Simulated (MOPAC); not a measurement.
MOPAC input (AM1):

```
AM1 FORCE THERMO(298,298) PRECISE LET UHF MS=0.5 GEO-OK AUX(PRECISION=9) THREADS=1
C2H2BCl2

C    -2.61281584 1   -0.57089589 1    0.47340848 1
C    -1.36955227 1   -0.29923779 1    0.24816281 1
B     0.06285186 1    0.01372843 1   -0.01136846 1
Cl    0.49074962 1    1.53992027 1   -0.64431515 1
Cl    1.25639475 1   -1.15817078 1    0.32773917 1
H    -3.10131871 1   -0.36127219 1    1.44002511 1
H    -3.26785349 1   -1.03038303 1   -0.28602593 1
```

From the output:

```
     H    7   5.501227

          HEAT OF FORMATION =      -6.217059 KCALS/MOLE

          ZERO POINT ENERGY      22.382 KCAL/MOL

           NORMAL COORDINATE ANALYSIS (Total motion = 1 Angstrom)

   Root No.       1         2         3         4         5         6         7         8

                 1 A2      1 B2      1 B1      1 A1      2 B2      2 B1      2 A1      3 B2

                  94.2     134.2     143.1     268.6     470.2     484.6     492.0     832.4

           1    0.0000    0.0000    0.0000    0.1463   -0.0000    0.0000    0.1588    0.0000
           2    0.0000   -0.0802   -0.0793    0.0000    0.0248   -0.0158    0.0000   -0.0199
           3    0.0000    0.1623   -0.0392   -0.0000   -0.0502   -0.0078   -0.0000    0.0403
           4    0.0000   -0.0000   -0.0000    0.1405    0.0000    0.0000    0.1355   -0.0000
           5   -0.0000    0.0171    0.1763    0.0000   -0.1653   -0.1385    0.0000    0.0460
           6    0.0000   -0.0347    0.0871   -0.0000    0.3344   -0.0685   -0.0000   -0.0932
           7    0.0000   -0.0000   -0.0000    0.1341    0.0000   -0.0000    0.0920    0.0000
           8   -0.0000    0.0323    0.0599    0.0000   -0.0022    0.4309    0.0000   -0.2665
           9   -0.0000   -0.0654    0.0296   -0.0000    0.0045    0.2130   -0.0000    0.5393
          10   -0.0000    0.0802    0.0000   -0.0732    0.0599    0.0000   -0.0686    0.0402
          11   -0.0078    0.0092   -0.0199    0.0536    0.0215   -0.0411   -0.0541    0.0358
          12   -0.0039   -0.0186   -0.0098   -0.1084   -0.0436   -0.0203    0.1095   -0.0724
          13    0.0000   -0.0802    0.0000   -0.0732   -0.0599    0.0000   -0.0686   -0.0402
          14    0.0078    0.0092   -0.0199   -0.0536    0.0215   -0.0411    0.0541    0.0358
          15    0.0039   -0.0186   -0.0098    0.1084   -0.0436   -0.0203   -0.1095   -0.0724
          16    0.0000    0.0000   -0.2052    0.1481   -0.0000    0.1132    0.1667   -0.0000
          17   -0.2177   -0.1200   -0.1984    0.0006    0.0912    0.0531    0.0036    0.0153
          18    0.4404    0.2428   -0.0981    0.0003   -0.1846    0.0263    0.0018   -0.0310
          19   -0.0000    0.0000    0.2052    0.1481   -0.0000   -0.1132    0.1667   -0.0000
          20    0.2177   -0.1200   -0.1984   -0.0006    0.0912    0.0531   -0.0036    0.0153
          21   -0.4404    0.2428   -0.0981   -0.0003   -0.1846    0.0263   -0.0018   -0.0310

   Root No.       9        10        11        12        13        14        15

                 3 B1      4 B2      3 A1      4 A1      5 A1      4 B1      6 A1

                 868.0     999.3    1200.5    1357.2    2045.5    3107.7    3159.1

           1   -0.0000   -0.0000   -0.1111   -0.0846   -0.2215    0.0000   -0.0417
           2    0.0821    0.0443   -0.0000   -0.0000   -0.0000   -0.0545   -0.0000
           3    0.0406   -0.0897   -0.0000    0.0000    0.0000   -0.0269    0.0000
           4    0.0000    0.0000    0.0047   -0.0208    0.3766    0.0000    0.0000
           5   -0.0549   -0.0101   -0.0000   -0.0000    0.0000   -0.0026   -0.0000
           6   -0.0271    0.0204   -0.0000    0.0000   -0.0000   -0.0013   -0.0000
           7   -0.0000    0.0000    0.2143    0.0637   -0.1542    0.0000   -0.0004
           8    0.0023   -0.0069    0.0000    0.0000   -0.0000   -0.0003   -0.0000
           9    0.0012    0.0140   -0.0000   -0.0000    0.0000   -0.0001    0.0000
          10    0.0000    0.0007   -0.0060   -0.0012   -0.0000    0.0000    0.0000
          11   -0.0002    0.0007   -0.0033   -0.0007    0.0003    0.0000    0.0000
          12   -0.0001   -0.0013    0.0067    0.0014   -0.0006    0.0000   -0.0000
          13   -0.0000   -0.0007   -0.0060   -0.0012   -0.0000   -0.0000    0.0000
          14   -0.0002    0.0007    0.0033    0.0007   -0.0003    0.0000   -0.0000
          15   -0.0001   -0.0013   -0.0067   -0.0014    0.0006    0.0000    0.0000
          16   -0.3787    0.0000   -0.3031    0.3287   -0.0962   -0.2720    0.2488
          17   -0.1669   -0.1901   -0.1060    0.2249    0.0690    0.3414   -0.3668
          18   -0.0825    0.3847   -0.0524    0.1112    0.0341    0.1688   -0.1813
          19    0.3787    0.0000   -0.3031    0.3287   -0.0962    0.2720    0.2488
          20   -0.1669   -0.1901    0.1060   -0.2249   -0.0690    0.3414    0.3668
          21   -0.0825    0.3847    0.0524   -0.1112   -0.0341    0.1688    0.1813

           MASS-WEIGHTED COORDINATE ANALYSIS (NORMAL COORDINATES)

   Root No.       1         2         3         4         5         6         7         8

                 1 A2      1 B2      1 B1      1 A1      2 B2      2 B1      2 A1      3 B2

                  94.2     134.2     143.1     268.6     470.2     484.6     492.0     832.4

           1    0.0000    0.0000    0.0000    0.3458   -0.0000    0.0000    0.3832    0.0000
           2    0.0000   -0.2647   -0.3025    0.0000    0.0578   -0.0318    0.0000   -0.0320
           3    0.0000    0.5356   -0.1495   -0.0000   -0.1170   -0.0157   -0.0000    0.0648
           4    0.0000   -0.0000   -0.0000    0.3321    0.0000    0.0000    0.3271   -0.0000
           5   -0.0000    0.0566    0.6725    0.0000   -0.3847   -0.2786    0.0000    0.0741
           6    0.0000   -0.1145    0.3324   -0.0000    0.7784   -0.1377   -0.0000   -0.1498
           7    0.0000   -0.0000   -0.0000    0.3006    0.0000   -0.0000    0.2106    0.0000
           8   -0.0000    0.1012    0.2168    0.0000   -0.0049    0.8221    0.0000   -0.4066
           9   -0.0000   -0.2047    0.1072   -0.0000    0.0099    0.4063   -0.0000    0.8227
          10   -0.0000    0.4545    0.0000   -0.2974    0.2395    0.0000   -0.2845    0.1111
          11   -0.0666    0.0520   -0.1306    0.2176    0.0861   -0.1419   -0.2244    0.0988
          12   -0.0329   -0.1052   -0.0645   -0.4402   -0.1743   -0.0701    0.4539   -0.2000
          13    0.0000   -0.4545    0.0000   -0.2974   -0.2395    0.0000   -0.2845   -0.1111
          14    0.0666    0.0520   -0.1306   -0.2176    0.0861   -0.1419    0.2243    0.0988
          15    0.0329   -0.1052   -0.0645    0.4402   -0.1743   -0.0701   -0.4539   -0.2000
          16    0.0000    0.0000   -0.2267    0.1014   -0.0000    0.0659    0.1166   -0.0000
          17   -0.3116   -0.1147   -0.2192    0.0004    0.0615    0.0309    0.0025    0.0071
          18    0.6304    0.2321   -0.1083    0.0002   -0.1245    0.0153    0.0012   -0.0144
          19   -0.0000    0.0000    0.2267    0.1014   -0.0000   -0.0659    0.1166   -0.0000
          20    0.3116   -0.1147   -0.2192   -0.0004    0.0615    0.0309   -0.0025    0.0071
          21   -0.6304    0.2321   -0.1083   -0.0002   -0.1245    0.0153   -0.0012   -0.0144

   Root No.       9        10        11        12        13        14        15

                 3 B1      4 B2      3 A1      4 A1      5 A1      4 B1      6 A1

                 868.0     999.3    1200.5    1357.2    2045.5    3107.7    3159.1

           1   -0.0000   -0.0000   -0.4141   -0.4232   -0.4779    0.0000   -0.2078
           2    0.4003    0.2172   -0.0000   -0.0000   -0.0000   -0.2708   -0.0000
           3    0.1978   -0.4394   -0.0000    0.0000    0.0000   -0.1338    0.0000
           4    0.0000    0.0000    0.0177   -0.1040    0.8125    0.0000    0.0002
           5   -0.2679   -0.0493   -0.0000   -0.0000    0.0000   -0.0130   -0.0000
           6   -0.1324    0.0998   -0.0000    0.0000   -0.0000   -0.0064   -0.0000
           7   -0.0000    0.0000    0.7576    0.3023   -0.3156    0.0000   -0.0021
           8    0.0109   -0.0322    0.0000    0.0000   -0.0000   -0.0014   -0.0000
           9    0.0054    0.0652   -0.0000   -0.0000    0.0000   -0.0007    0.0000
          10    0.0000    0.0059   -0.0386   -0.0104   -0.0001    0.0000    0.0004
          11   -0.0018    0.0056   -0.0212   -0.0059    0.0011    0.0001    0.0001
          12   -0.0009   -0.0112    0.0428    0.0120   -0.0022    0.0000   -0.0003
          13   -0.0000   -0.0059   -0.0386   -0.0104   -0.0001   -0.0000    0.0004
          14   -0.0018    0.0056    0.0212    0.0059   -0.0011    0.0001   -0.0001
          15   -0.0009   -0.0112   -0.0428   -0.0120    0.0022    0.0000    0.0003
          16   -0.5351    0.0000   -0.3272    0.4764   -0.0601   -0.3917    0.3594
          17   -0.2359   -0.2698   -0.1144    0.3259    0.0431    0.4917   -0.5298
          18   -0.1166    0.5459   -0.0565    0.1611    0.0213    0.2430   -0.2618
          19    0.5351    0.0000   -0.3272    0.4764   -0.0601    0.3917    0.3594
          20   -0.2359   -0.2698    0.1144   -0.3259   -0.0431    0.4917    0.5298
          21   -0.1166    0.5459    0.0565   -0.1611   -0.0213    0.2430    0.2618

          DESCRIPTION OF VIBRATIONS

 VIBRATION          1    1A2         ATOM PAIR     ENERGY CONTRIBUTION    RADIAL
 FREQUENCY            94.22         C 1 -- H 7         +50.0% (460.3%)      0.0%
 TRANSITION DIPOLE   0.0000         C 1 -- H 6         +50.0% (460.3%)      0.0%
 TRAVEL (Ang.)       0.0000
 REDUCED MASS        0.4951
 EFFECTIVE MASS      1.0547
 FORCE CONSTANT      0.0026

 VIBRATION          2    1B2         ATOM PAIR     ENERGY CONTRIBUTION    RADIAL
 FREQUENCY           134.23         C 1 -- C 2         +38.8% (244.2%)      0.0%
 TRANSITION DIPOLE   0.0239         Cl4 -- Cl5         +12.7% (139.7%)      0.0%
 TRAVEL (Ang.)       0.3166         C 2 -- B 3         +10.3% (125.6%)      0.0%
 REDUCED MASS        5.0124         B 3 -- Cl4          +9.9% (123.1%)      7.5%
 EFFECTIVE MASS     65.1854
 FORCE CONSTANT      0.0532

 VIBRATION          3    1B1         ATOM PAIR     ENERGY CONTRIBUTION    RADIAL
 FREQUENCY           143.07         C 1 -- C 2         +34.3% (317.8%)      0.0%
 TRANSITION DIPOLE   0.3683         C 1 -- H 6         +26.6% (279.8%)     66.9%
 TRAVEL (Ang.)       0.3410         C 1 -- H 7         +26.6% (279.8%)     66.9%
 REDUCED MASS        4.0541         C 2 -- B 3          +7.6% (149.9%)      0.0%
 EFFECTIVE MASS     63.6937
 FORCE CONSTANT      0.0489

 VIBRATION          4    1A1         ATOM PAIR     ENERGY CONTRIBUTION    RADIAL
 FREQUENCY           268.55         C 2 -- B 3         +18.5% (175.7%)    100.0%
```
